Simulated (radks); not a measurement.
The cobalt ion Co24+, [He] 2s1. Method: non-relativistic Kohn-Sham, PBE, spin-polarised, spherical densities, point nucleus; computed with a radial shooting solver on a logarithmic mesh with Libxc functionals. Every spin shell is full or empty, so the densities are truly spherical. Functionals are evaluated on that one density, not self-consistently. Rank these exchange functionals by their error against the exact value of the orbitals, and give that value: LDA, B88, PBE, PBEsol, PW91, AM05, SOGGA, B86b, APBE, TPSS, revTPSS, SCAN.

Answer. Exact: -19.1088 hartree. From best to worst, with 100 (|E| - |E exact|)/|E exact| (equal figures are ties): APBE +0.16, revTPSS +0.21, SCAN -0.24, TPSS +0.34, B88 -0.40, B86b -0.49, PW91 -1.07, PBE -1.38, PBEsol -5.61, SOGGA -5.79, AM05 -10.32, LDA -13.18.
